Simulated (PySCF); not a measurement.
Ti(Cl)4(NH3) (Cl₄H₃NTi), SMILES [Cl][Ti](<-[NH3])([Cl])([Cl])[Cl], multiplicity 1.

Geometry optimised at ωB97X-D3(BJ)/def2-SVP. The multiplicity is an assumed one; other spin states were not compared.

Two levels are set side by side: TDDFT-PBE/def2-SVPD (PySCF) and TDDFT-ωB97X/def2-SVPD (PySCF). Vertical, same geometry. The lowest singlet is HOMO→LUMO 50 %, HOMO−1→LUMO+1 50 % with PBE and HOMO−1→LUMO 48 %, HOMO→LUMO+1 48 % with the other functional; states are paired by order. Differences are taken from unrounded values.

| quantity | TDDFT-ωB97X |
|---|---|
| lowest singlet excitation (eV) | 3.98 |
| lowest triplet excitation (TDA) (eV) | 3.72 |

Task: What does TDDFT-PBE give, and how far is it from TDDFT-ωB97X? (The exact figures need the calculation; the answer reports its results.)

Result: 
| quantity | TDDFT-PBE | TDDFT-PBE minus TDDFT-ωB97X |
|---|---|---|
| lowest singlet excitation (eV) | 3.22 | -0.76 |
| lowest triplet excitation (TDA) (eV) | 3.05 | -0.68 |

A lower first singlet is the usual sign of a functional without exact exchange. Differences between two approximate levels are no errors against the true value.

Rough cost on one machine, each run with all the roots and properties that it gave: TDDFT-ωB97X against TDDFT-PBE about 30 times.
